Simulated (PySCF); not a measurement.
Compound: C2H4BF.
SMILES: `BC(=C)F`

The closed-shell ground state was solved at several levels (PySCF, density fitting, gas phase, non-relativistic). Isolated species at its GFN2-xTB geometry, gas phase.

```
        level  basis functions  total energy (Eh)  HOMO (eV)  LUMO (eV)  gap (eV)  dipole (D)
  B3LYP/pcJ-1              148          -203.2756      -7.92      -2.66      5.26        1.77
PBE0/pcSseg-1               88          -203.0065      -8.16      -2.45      5.71        1.76
```

Question: Estimate the row for CAM-B3LYP/def2-SVPD, a basis of 115 functions; the other rows only guide the guess.

Answer: Total energy -203.0293 Eh, HOMO -9.57 eV, LUMO -1.36 eV, gap 8.21 eV, dipole 1.82 D.

Question: Over all these levels, which gives the widest orbital gap and which the narrowest?

Answer: CAM-B3LYP/def2-SVPD (range-separated hybrid) has the widest, 8.21 eV, and B3LYP/pcJ-1 (global hybrid, 20 % exact exchange) the narrowest, 5.26 eV. Functional and basis both differ between the two, so the spread mixes both effects.

Question: How far do the dipole and the HOMO energy spread over the levels?

Answer: The dipole runs from 1.76 to 1.82 D (mean 1.78 D) and the HOMO from -9.57 to -7.92 eV.
